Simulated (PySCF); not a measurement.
**Dipole response of S (sulfur, neutral)**

[Ne] 3s2 3p4, high-spin 3P determinant. All numbers are calculated (PySCF 2.14, scalar relativity by spin-free X2C-1e, in aug-cc-pCVQZ-DK). Coupled (time-dependent) response in atomic units; α is the mean over directions.

```json
{"method": "PBEsol", "mean α (bohr³)": "21.11", "α xx, yy, zz": "19.58, 24.16, 19.58", "C₆ (like pair)": "146.3", "S(−4)": "139.6"}
```

S(−4) is the Cauchy moment in α(ω) = α(0) + S(−4) ω² + …

Reference α: 19.4 ± 0.1 bohr³ (recommended; Schwerdtfeger and Nagle, table of static dipole polarizabilities (2023 update)). Published C₆: 134.0 (Chu and Dalgarno (2004); Tang, Norbeck and Certain (1976)).

α(iu) at PBEsol:

| u (hartree) | α(iu) (bohr³) |
| --- | --- |
| 0 | 21.11 |
| 0.0500 | 20.77 |
| 0.100 | 19.83 |
| 0.200 | 16.98 |
| 0.300 | 13.94 |
| 0.500 | 9.217 |
| 0.750 | 5.757 |
| 1.00 | 3.852 |
| 1.50 | 2.040 |
| 2.00 | 1.264 |
| 3.00 | 0.6382 |
| 5.00 | 0.2754 |

The components differ because the open shell of this determinant is not spherical; for a pure term their mean is the scalar polarisability.
